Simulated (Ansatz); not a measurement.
Reaction (substitution at a C–C bond): `C=C(Cl)C(C)O` + `[OH][AlH2]` → `CC(O)[O][AlH2]` + `C=CCl`

Computed with Ansatz on PBE0-D4/def2-TZVP structures; ΔE is electronic, products minus reactants. CCSD(T)/CBS adds triple-zeta CCSD(T) − MP2 to the extrapolated MP2 energy (def2 sets, frozen cores). This one scheme is used for every species. Functionals use def2-TZVPP. B3LYP here is the variant with VWN-RPA as its local correlation; programs differ in this. One conformer a species, not always the lowest.

(1) Is it downhill or uphill in electronic energy at CCSD(T)/CBS, and by how much? (Estimate.)

(2) What do these levels give: PBE-D4, r2SCAN-D4, PBE0-D4, B3LYP-D4, ωB97X-V, B2PLYP, PBE, B3LYP, SCS-MP2/def2-TZVPP, CCSD/def2-TZVPP, MP2/def2-QZVPP, SCS-MP2/def2-QZVPP? (Estimate.)

Largest T1 diagnostic among the species: 0.012.

Results:

(1) Ansatz gave: Uphill: ΔE = +0.28 eV.

(2) Computed: PBE-D4 0.21, r2SCAN-D4 0.20, PBE0-D4 0.22, B3LYP-D4 0.18, ωB97X-V 0.19, B2PLYP 0.19, PBE 0.17, B3LYP 0.12, SCS-MP2/def2-TZVPP 0.27, CCSD/def2-TZVPP 0.23, MP2/def2-QZVPP 0.37, SCS-MP2/def2-QZVPP 0.29 eV.

In def2-TZVPP, CCSD(T) changes the Hartree–Fock value by +0.19 eV (the triples alone add +0.02 eV) and MP2 by +0.29 eV. The D4 term adds +0.06 eV with B3LYP and +0.03 eV with PBE0; it sums over pairs of atoms, weighted by their polarisabilities, and B3LYP, whose exchange is more repulsive, gets the larger term.
